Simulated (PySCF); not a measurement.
## Computed spin Hamiltonian

Species: C4H8NOSi2 (doublet state).
Numbering: `[O:1]=[CH:2][C:3]#[C:4][SiH2:5][NH:6][CH:7][SiH3:8]` (hydrogens: H9 on C2; H10, H11 on Si5; H12 on N6; H13 on C7; H14, H15, H16 on Si8)

Structure used (GFN2-xTB), in Å, numbered top down from 1:
```xyz
16
C4H8NOSi2 angstrom
O     -4.4221    0.6839    1.9229
C     -4.2533   -0.0799    1.0005
C     -3.0102   -0.3756    0.3801
C     -1.9379   -0.6155   -0.1353
Si    -0.3495   -1.0135   -0.9762
N      0.7625   -0.0662   -0.0204
C      2.0967    0.0303   -0.1948
Si     3.2012    1.0831    0.8555
H     -5.0969   -0.6373    0.5422
H     -0.3169   -0.5562   -2.3723
H     -0.0149   -2.4428   -0.8951
H      0.4069    0.4447    0.7755
H      2.4685   -0.5246   -1.0434
H      2.7767    0.9495    2.2549
H      3.1079    2.5087    0.5020
H      4.5735    0.6203    0.6601
```

The hyperfine couplings belong to this conformer and change with its torsions.

Level of theory: UKS B3LYP, pcH-1 on C H N O Si, non-relativistic, mean-field spin-orbit, GIAO in PySCF. The structure is a single GFN2-xTB conformer in the gas phase; no vibrational or solvent corrections. A GFN2-xTB geometry isn't a minimum of the functional, and hyperfine couplings can be far from their values at a DFT geometry. The SCF solution wasn't tested for stability.

```json
{
 "g1, g2, g3": "2.00214, 2.00297, 2.00357",
 "g_iso": "2.00289",
 "Form of g": "rhombic: the two nearest values differ by 42 % of g3 − g1",
 "⟨S²⟩": "0.7531 (exact 0.7500)",
 "HOMO–LUMO gap, α and β orbitals": "1.80, 5.20 eV"
}
```

Isotropic coupling and dipolar principal values T1 to T3, in MHz:

```
atom  isotope  a_iso  of which spin–orbit     T1     T2     T3  Mulliken spin population
  O1      17O   -1.0                  0.0   -4.4    2.2    2.3                      0.01
  C2      13C   -0.8                  0.0   -0.3    0.0    0.3                      0.00
  C3      13C    0.7                  0.0   -1.6   -0.9    2.5                      0.02
  C4      13C   -3.7                  0.0   -0.7   -0.3    1.0                     -0.01
 Si5     29Si   11.7                  0.0   -3.2    1.5    1.7                      0.02
  N6      14N    4.0                  0.0  -10.7   -9.9   20.5                      0.15
  C7      13C   56.2                 -0.1  -58.7  -58.1  116.8                      0.76
 Si8     29Si   37.3                  0.0   -2.3   -0.8    3.1                     -0.01
  H9       1H   -0.5                  0.0   -0.4   -0.4    0.7                      0.00
 H10       1H   23.2                  0.0   -2.0   -1.8    3.8                      0.02
 H11       1H   25.7                  0.0   -2.1   -1.7    3.7                      0.02
 H12       1H  -14.3                  0.0  -11.4   -4.8   16.2                     -0.01
 H13       1H  -45.1                  0.0  -28.3    0.3   28.0                     -0.03
 H14       1H   28.5                  0.0   -2.9   -2.3    5.1                      0.02
 H15       1H   71.5                  0.0   -3.0   -1.5    4.5                      0.04
 H16       1H    4.6                  0.0   -3.4   -2.2    5.6                      0.00
```

The Mulliken spin populations are largest on C7 (+0.76) and N6 (+0.15). The angles at C7 add up to 359.9°, so it is planar; its axial dipolar tensor and the negative coupling of its proton fit spin in a p orbital normal to that plane.

Axes: g3 points within 13° of the C7–Si8 bond.

Under fast tumbling the dipolar parts average out, and these isotropic splittings remain: 1 × 1H (H13, I = 1/2, 2 lines) with 1.61 mT, 3 × 1H (H14/H15/H16, I = 1/2, 4 lines) with 1.24 mT, 2 × 1H (H10/H11, I = 1/2, 3 lines) with 0.87 mT, 1 × 1H (H12, I = 1/2, 2 lines) with 0.51 mT and 1 × 14N (N6, I = 1, 3 lines) with 0.14 mT.

Means are taken over nuclei equivalent by connectivity, which assumes that they swap fast. The three 1H nuclei of mean +34.9 MHz run from 4.6 to 71.5 MHz in the frozen geometry.

The 29Si coupling of Si8 (37.3 MHz) shows only in satellite lines or after enrichment, since that isotope makes up about 4.7 % of natural silicon.

The 13C coupling of C7 (56.2 MHz) shows only in satellite lines or after enrichment, since that isotope makes up about 1.07 % of natural carbon.
